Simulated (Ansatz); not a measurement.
Basis-set extrapolation for C$_{3}$H$_{9}$BO (`CBCCO`) (PBE0-D4/def2-TZVP geometry, frozen core, Ansatz). Multiplicity 1, RHF reference.

```csv
,def2-TZVPP,def2-QZVPP
HF,-218.466975,-218.477550
MP2 correlation,-0.868112,-0.927289
CCSD(T) correlation,-0.952297,not run
```

Energies in hartree. Use E(X) = E(∞) + A·exp(−7.88·√X) for Hartree–Fock and E(X) = E(∞) + B·X^(−2.97) for correlation, with X = 3 and 4, and add CCSD(T) minus MP2 of the smaller set to the MP2 limit.

Question: What is the CCSD(T) energy at the basis-set limit?

Answer: HF limit: -218.477550 + (-0.010575) × 0.13774 = -218.47901. MP2 limit: -0.927289 + (-0.059177) × 0.74074 = -0.97112. Higher-order term: -0.952297 − (-0.868112) = -0.08418. Total: -219.53431 hartree, 302.0 kJ/mol below CCSD(T)/def2-TZVPP.
